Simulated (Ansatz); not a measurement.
System: LaBr$_{2}$, charge 1, multiplicity 1. SMILES of the parent species: [Br][La][Br]

Atoms: La1, Br2, Br3. Bonds: La1-Br2, La1-Br3.

Bond lengths (Å) and angles (degrees) optimised at HF/LANL2DZ with Ansatz (a quantum-chemistry and plane-wave program); PBE/LANL2DZ with Ansatz; MP2/LANL2DZ with Ansatz, each started from the B3LYP-D3(BJ)/def2-TZVP structure (Ansatz) of the last column. A row stands for all coordinates that are equal there. No wavenumbers were computed at PBE/LANL2DZ, MP2/LANL2DZ, so these may be saddle points.

| coordinate | HF/LANL2DZ | PBE/LANL2DZ | MP2/LANL2DZ | B3LYP-D3(BJ)/def2-TZVP |
|---|---|---|---|---|
| La1-Br2 | 2.766 | 2.726 | 2.766 | 2.673 |
| Br2-La1-Br3 | 111.6 | 103.0 | 105.6 | 107.2 |

Mean signed difference of all 2 bond lengths from B3LYP-D3(BJ)/def2-TZVP: HF/LANL2DZ 0.093 Å, PBE/LANL2DZ 0.053 Å, MP2/LANL2DZ 0.093 Å.
